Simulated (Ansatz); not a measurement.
The cluster Ag₂F, relaxed as a quartet with UKS PBE-D4/def2-TZVP in Ansatz, starting from the PBE-D4/def2-TZVP geometry of the neutral doublet. Force threshold 0.02 eV/Å.

In the def2 sets Ag takes a core potential; there is no spin–orbit coupling. The relaxation made no stability test and no search for a lower SCF solution. At PBE-D4/def2-TZVP a doublet of charge 0 lies 2.99 eV below the quartet, each at its own geometry. The structure comes from a short search, and lower isomers may exist.

Start:

Cartesian coordinates in Å:
```
Ag 0.3733 1.2190 -0.7551
Ag -1.1600 -0.3615 0.8480
F 0.7868 -0.8575 -0.0928
```

```tsv
step	energy (eV)	largest force component (eV/Å)	SCF passes
1	-10712.8909	0.406	19
2	-10712.9414	0.186	30
3	-10712.9530	0.148	29
4	-10712.9641	0.046	35
5	-10712.9804	0.089	34
6	-10713.0064	0.187	32
7	-10713.0261	0.081	30
8	-10713.0442	0.052	29
9	-10713.0496	0.155	30
10	-10713.0564	0.033	29
11	-10713.0571	0.005	24
12	-10713.0572	0.033	27
13	-10713.0574	0.008	22
```

Force components are those of the run's own axes.

End:

```xyz
3

Ag    1.205    1.255   -1.265
Ag   -1.218   -1.241    1.267
F     0.013   -0.014   -0.002
```

By distances, no bond broke or formed, bridged metal pairs apart. The bond that changes most is Ag1–F3, from 2.22 to 2.15 Å (atoms count from 1). Metal–metal contacts that move far: Ag1–Ag2 2.72 to 4.30 Å.

The force fell under the threshold at step 11, but the optimiser went on. No frequencies were taken in this run, so the end may be a saddle point.

It took 15 s on 4 threads of Arm Neoverse V1 on a shared host.
